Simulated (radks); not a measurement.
All-electron atom: Ho in [Xe] 4f11 6s2. Method: Dirac Kohn-Sham, LDA (Slater exchange, VWN5 correlation), spin-unpolarised, spherical densities, finite nucleus; open shells are shared between the two j in proportion to 2j + 1; Fermi nuclear charge, rms radius 5.2022 fm; computed with a radial shooting solver on a logarithmic mesh with Libxc functionals.

Unscreened Slater integrals over Kohn-Sham orbitals (cm^-1). Large and small components are both included.

integral,value
"F0(4f7/2,4f7/2)",242670
"F2(4f7/2,4f7/2)",111230
"F4(4f7/2,4f7/2)",69059
"F6(4f7/2,4f7/2)",49486
"F0(4f7/2,4f5/2)",245370
"F2(4f7/2,4f5/2)",112680
"F4(4f7/2,4f5/2)",69994
"G2(4f7/2,4f5/2)",112400
"G4(4f7/2,4f5/2)",69827
"G6(4f7/2,4f5/2)",50049
"F0(4f7/2,6s1/2)",64775
"G3(4f7/2,6s1/2)",2274.8
"F0(4f7/2,5p3/2)",152010
"F2(4f7/2,5p3/2)",51268
"G2(4f7/2,5p3/2)",28130
"G4(4f7/2,5p3/2)",21169
"F0(4f5/2,4f5/2)",248120
"F2(4f5/2,4f5/2)",114180
"F4(4f5/2,4f5/2)",70967
"F0(4f5/2,6s1/2)",64867
"G3(4f5/2,6s1/2)",2150.9
"F0(4f5/2,5p3/2)",152810
"F2(4f5/2,5p3/2)",50878
"G2(4f5/2,5p3/2)",27342
"G4(4f5/2,5p3/2)",20682
"F0(6s1/2,6s1/2)",49428
"F0(6s1/2,5p3/2)",62280
"G1(6s1/2,5p3/2)",4760.7
"F0(5p3/2,5p3/2)",127000
"F2(5p3/2,5p3/2)",67761
